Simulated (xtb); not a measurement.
xtb input:

```bash
xtb mol.xyz --gfnff --opt tight --chrg 0 --uhf 0
```
mol.xyz:
```
2

B     -0.00000000    -0.00000000    -0.73649529
N      0.00000000     0.00000000     0.52606806
```

What final total energy does it print?

-0.14556 Eh (GFN-FF).

This is an excited singlet: at this geometry the triplet lies 0.76 eV lower at wB97M-V/def2-TZVPD.
